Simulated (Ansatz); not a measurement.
System: CH3Br3Ge (charge 0, singlet). 
Coordinates optimised at B3LYP-D3(BJ)/def2-TZVP (Ansatz, an electronic-structure program):
```
Ge
C 1 1.9456
H 2 1.0883 1 108.63
H 2 1.0883 3 110.30 1 -118.96
H 2 1.0883 3 110.30 4 -122.09
Br 1 2.3163 2 110.65 3 -60.00
Br 1 2.3163 2 110.65 3 60.00
Br 1 2.3163 2 110.65 3 180.00
```
Charge 0, spin multiplicity 1.

Property: vertical electron affinity (to the doublet state of charge -1; a negative value means that the extra electron is unbound and the number depends on the basis; each state is the SCF solution reached for its spin; the molecule has degenerate orbitals, so one determinant may break the symmetry), in eV. Correlated levels leave the core frozen unless marked. UHF or UKS for open shells. Spin-orbit coupling is left out. The frozen core is the preceding noble-gas configuration, with the filled d and f shells of earlier blocks. Non-relativistic. Anions need diffuse functions: aug- sets have them; def2-D sets add few. 

| level | program | vertical electron affinity (eV) |
|---|---|---|
| HF/aug-cc-pVDZ | Ansatz | -0.49 |
| HF/aug-cc-pVQZ | Ansatz | -0.55 |
| SVWN5/def2-TZVPD | Ansatz | 0.88 |
| PBE/def2-TZVPD | Ansatz | 0.67 |
| r2SCAN/def2-TZVPD | Ansatz | 0.56 |
| B3LYP/def2-TZVPD | Ansatz | 0.65 |
| PBE0/def2-TZVPD | Ansatz | 0.53 |
| BHLYP/def2-TZVPD | Ansatz | 0.35 |
| CAM-B3LYP/def2-TZVPD | Ansatz | 0.54 |
| wB97M-V/def2-TZVPD | Ansatz | 0.38 |
| wB97X/def2-TZVPD | Ansatz | 0.30 |
| B2PLYP/def2-TZVPD | Ansatz | 0.40 |
| MP2/aug-cc-pVDZ | Ansatz | 0.15 |
| MP2/aug-cc-pVTZ | Ansatz | 0.22 |
| SCS-MP2/aug-cc-pVDZ | Ansatz | 0.01 |
| SCS-MP2/aug-cc-pVTZ | Ansatz | 0.05 |
| CCSD/aug-cc-pVDZ | Ansatz | 0.09 |
| CCSD/aug-cc-pVTZ | Ansatz | 0.10 |
| CCSD(T)/aug-cc-pVDZ | Ansatz | 0.15 |
| CCSD(T)/aug-cc-pVTZ | Ansatz | 0.19 |
